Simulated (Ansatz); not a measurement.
Reaction (ligand exchange at a B–N bond): `BNB(C)N` + `N=CF` → `BN=CF` + `CB(N)N`

Program: Ansatz. Geometries: PBE0-D4/def2-TZVP. ΔE: electronic, gas phase. CCSD(T)/CBS adds triple-zeta CCSD(T) − MP2 to the extrapolated MP2 energy (def2 sets, frozen cores). This one scheme is used for every species. Functionals use def2-TZVPP. B3LYP here is the variant with VWN-RPA as its local correlation; programs differ in this. HSE06 is defined as in plane-wave codes. One conformer a species, not always the lowest.

```csv
level,ΔE (kJ/mol),difference from CCSD(T)/CBS
LDA (SPW92),2.2,-21.3
PBE-D4,7.3,-16.2
revPBE-D4,10.7,-12.8
BLYP-D4,7.3,-16.2
r2SCAN-D4,10.8,-12.7
B97M-V,15.3,-8.2
PBE0-D4,13.3,-10.2
r2SCANh-D4,12.6,-10.9
r2SCAN0-D4,15.1,-8.4
HSE06-D4,13.0,-10.5
BHLYP-D4,17.8,-5.7
CAM-B3LYP-D4,13.6,-9.9
ωB97X-V,19.9,-3.6
ωB97M-V,19.7,-3.8
B2PLYP,15.2,-8.3
PBE-QIDH,19.7,-3.8
PBE,5.4,-18.1
revPBE,5.3,-18.2
r2SCAN,10.2,-13.3
PBE0,11.6,-11.9
B3LYP,8.2,-15.3
r2SCANh,12.0,-11.5
HSE06,11.4,-12.1
BHLYP,15.4,-8.1
CAM-B3LYP,11.8,-11.7
LC-ωPBE,14.0,-9.5
RPA@PBE/def2-TZVPP,31.2,7.7
HF/def2-SVP,23.2,-0.3
MP2/def2-SVP,24.3,0.8
CCSD/def2-SVP,26.6,3.1
HF/def2-TZVPP,25.8,2.3
MP2/def2-TZVPP,22.7,-0.8
SCS-MP2/def2-TZVPP,24.2,0.7
CCSD/def2-TZVPP,25.7,2.2
CCSD(T)/def2-TZVPP,25.7,2.2
HF/def2-QZVPP,26.0,2.5
MP2/def2-QZVPP,21.5,-2.0
HF/CBS(def2),26.0,2.5
MP2/CBS(def2),20.5,-3.0
CCSD/CBS(def2),23.5,0.0
CCSD(T)/CBS,23.5,0
```

Largest T1 diagnostic among the species: 0.015.

At CCSD(T), def2-SVP lies +3.5 kJ/mol from the extrapolated value and def2-TZVPP +2.2 kJ/mol. From PBE to PBE0 (25 % exact exchange), in def2-TZVPP and without D4, ΔE moves by +6.2 kJ/mol.
